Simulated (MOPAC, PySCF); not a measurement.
H3In, SMILES `[InH3]`, neutral singlet in the gas phase. 

Z-matrix (Å, degrees):
```
In
H 1 1.7329
H 1 1.7329 2 120.03
H 1 1.7330 2 120.00 3 -179.95
```
Charge 0, spin multiplicity 1.

All levels are single points at this geometry (PBE0-D4/def2-SVP); Pople sets use spherical d functions. Orbital energies aren't observables, and empty levels follow the basis.

| level | HOMO (eV) | LUMO (eV) | gap (eV) | dipole (D) | vertical IE, Delta-SCF (eV) |
|---|---|---|---|---|---|
| B3LYP-D3(BJ)/def2-TZVP in PySCF | -8.00 | -2.20 | 5.79 | 0.00 | 10.58 |
| PBE-D3(BJ)/def2-TZVP in PySCF | -6.99 | -2.65 | 4.34 | 0.00 | – |
| PBE0-D4/def2-TZVP in PySCF | -8.16 | -1.90 | 6.26 | 0.00 | 10.52 |
| B3LYP/6-311+G** (LANL2DZ on In) in PySCF | -8.03 | -2.01 | 6.03 | 0.00 | – |
| B3LYP/6-31G* (LANL2DZ on In) in PySCF | -8.15 | -2.06 | 6.08 | 0.00 | 10.87 |
| M06-2X/6-31G* (LANL2DZ on In) in PySCF | -9.33 | -1.38 | 7.95 | 0.00 | – |
| PBE/6-31G* (LANL2DZ on In) in PySCF | -7.15 | -2.62 | 4.53 | 0.00 | – |
| SVWN5/6-31G* (LANL2DZ on In) in PySCF | -7.12 | -2.71 | 4.41 | 0.00 | – |
| HF/6-31G* (LANL2DZ on In) in PySCF | -11.16 | 0.49 | 11.65 | 0.00 | – |
| AM1 in MOPAC | -10.78 | -2.00 | 8.78 | 0.00 | – |
| PM3 in MOPAC | -12.14 | -3.35 | 8.80 | 0.00 | – |
| PM6 in MOPAC | -11.36 | 2.72 | 14.08 | 0.00 | – |
| PM7 in MOPAC | -10.74 | 2.46 | 13.20 | 0.00 | – |
